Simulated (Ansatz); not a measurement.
A nudged elastic band was laid between two geometries of CH5N + ClH5Si2 (15 atoms, charge 0, multiplicity 1).

Level of theory: RKS revPBE-D4/6-31G* in Ansatz 0.2.0.

```yaml
movable_images: 7
climbing_image: yes
spring: 5.0 eV/Å²
optimiser: quadratic models (default)
start_path: through a guess of the saddle point
force_threshold: 0.05 eV/Å
iteration_limit: 60
end_points: relaxed
```

Image 0:

```xyz
15
Properties=species:S:1:pos:R:3
Si -1.160 -1.085 1.327
Cl 0.480 -1.330 2.639
H -1.016 -2.084 0.218
H -2.341 -1.520 2.154
Si -1.336 1.115 0.552
H 1.755 0.417 0.297
N 1.145 -0.179 -0.273
C 1.294 0.161 -1.702
H -2.617 1.752 1.041
H -0.213 1.971 1.056
H -1.394 1.147 -0.946
H 1.480 -1.135 -0.112
H 1.003 1.213 -1.854
H 2.318 0.020 -2.105
H 0.601 -0.464 -2.291
```

Image 8:

```xyz
15
Properties=species:S:1:pos:R:3
Si -0.948 -0.872 0.179
Cl 1.294 0.871 2.129
H -1.489 -1.415 -1.115
H -1.164 -1.889 1.255
Si -1.631 1.323 0.677
H 1.244 -0.249 0.852
N 0.901 -0.890 -0.072
C 1.408 -0.219 -1.303
H -1.784 1.546 2.141
H -0.739 2.309 -0.005
H -2.993 1.439 0.030
H 1.293 -1.837 0.021
H 1.088 0.833 -1.271
H 2.508 -0.248 -1.308
H 1.013 -0.702 -2.211
```

(1) What changes between the two ends?

(2) Give the energies along the band, and the barrier.

(3) What is the geometry of the highest image?

The band took 28 iterations and roughly 16 core-minutes.

Results:

(1) Bonds broken: Si1–Cl2. Bonds formed: Si1–N7. CH5N + ClH5Si2 becomes CH10NSi2 + Cl.

(2) It converged. The highest image is number 6 of 0 to 8, 34.1 kJ/mol above the first end and 2.2 kJ/mol above the last; the last end lies 31.9 kJ/mol above the first. Beside the main top the profile has a ripple of under 15 meV (maxima at images 1, 6), which may be a very shallow well or noise. A vibrational analysis at the climbing image gives one clearly imaginary mode, 76i cm⁻¹: a first-order saddle point. The orbitals stay closed-shell, which can raise the energy where a bond breaks towards radicals; this wasn't checked here.

```tsv
image	path coordinate (Å)	energy (kJ/mol)	Si1–Cl2 (Å)	Si1–N7 (Å)
0	0.00	0.0	2.11	2.95
1	1.34	1.2	2.12	3.13
2	2.68	0.7	2.12	2.70
3	4.02	1.4	2.13	2.48
4	5.36	22.4	2.22	2.21
5	6.70	33.6	2.46	2.00
6	8.04	34.1	2.83	1.92
7	8.77	32.5	3.20	1.89
8	9.50	31.9	3.44	1.87
```

(3) 
```xyz
15
Properties=species:S:1:pos:R:3
Si -0.793 -0.833 0.456
Cl 0.887 0.588 2.239
H -1.346 -1.576 -0.751
H -0.928 -1.785 1.595
Si -1.687 1.324 0.550
H 1.523 -0.607 0.739
N 1.032 -0.958 -0.140
C 1.373 -0.060 -1.285
H -2.053 1.680 1.951
H -0.716 2.294 -0.047
H -2.935 1.374 -0.304
H 1.281 -1.936 -0.348
H 1.259 0.974 -0.929
H 2.414 -0.228 -1.601
H 0.689 -0.252 -2.124
```

Run time: 8.4 min on 2 threads of Arm Neoverse V2, with other jobs on the host, peak memory 0.16 GiB.
